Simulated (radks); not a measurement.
Values are calculated unless marked as measured or tabulated.
Species: neutral chlorine. Configuration: [Ne] 3s2 3p(up 2.75, down 2.25) (fractional occupations, a model configuration).

Code: a radial shooting solver on a logarithmic mesh with Libxc functionals. Model: scalar-relativistic Kohn-Sham, PBE, spin-polarised, spherical densities, finite nucleus; Fermi nuclear charge, rms radius 3.3654 fm.

Energy parts (Ry):
total: -922.86963
kinetic: 927.01930
electron-nucleus: -2200.76280
Hartree: 407.02251
exchange-correlation: -56.14863

Orbitals (lengths in bohr, moments of r in powers of bohr; r(max) is where P^2 peaks; r(90%) holds 90 % of the orbital's charge):
orbital,occ.,eigenvalue (Ry),<r^2>,r(90%),<1/r>,r(max)
1s up,1,-202.2190,0.01114,0.162,16.68,0.05946
1s down,1,-202.2132,0.01114,0.162,16.68,0.05946
2s up,1,-18.57476,0.2345,0.695,3.308,0.3618
2s down,1,-18.56950,0.2344,0.695,3.308,0.3618
2p up,3,-14.08752,0.2064,0.676,3.206,0.3017
2p down,3,-14.08001,0.2063,0.676,3.206,0.3017
3s up,1,-1.53784,2.739,2.33,0.9015,1.282
3s down,1,-1.50230,2.753,2.34,0.9005,1.282
3p up,2.75,-0.64713,4.068,2.92,0.7469,1.429
3p down,2.25,-0.61497,4.143,2.95,0.7427,1.431

The highest occupied level is 3p down at -8.367 eV. The spin density at the nucleus is -0.01192 e/bohr^3 (1s -0.05892, 2s 0.02951, 3s 0.01749). Summed over all electrons, <r^2> = 27.73 bohr^2, which gives a Langevin (diamagnetic) susceptibility term of -22 x 10^-6 cm^3/mol.
